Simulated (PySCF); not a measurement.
Be(OH)(NH2) (BeH₃NO), SMILES [NH2][Be][OH].

The structure is a stationary point at PBE0-D3(BJ)/def2-TZVP. Other conformers were not sampled.

Calculation: PBE0-D3(BJ)/def2-TZVP run with PySCF 2.14.0.

Frequencies are harmonic and unscaled.

```tsv
mode	ν (cm⁻¹)	IR (km/mol)	moving atoms (share of kinetic energy)
1	257	1.6	Be 52 %, H 41 %
2	290	105.1	H 83 %, O 11 %
3	296	32.2	Be 63 %, H 27 %
4	310	189.2	H 78 %, N 21 %
5	606	202.6	H 68 %, O 17 %, Be 14 %
6	700	102.3	H 61 %, Be 21 %, N 17 %
7	713	1.4	N 45 %, O 42 %, H 13 %
8	1476	267.4	Be 72 %, H 15 %, O 10 %
9	1577	165.8	H 79 %, N 14 %
10	3628	27.9	H 96 %
11	3711	26.9	H 92 %, N 8 %
12	4000	96.9	H 94 %
```
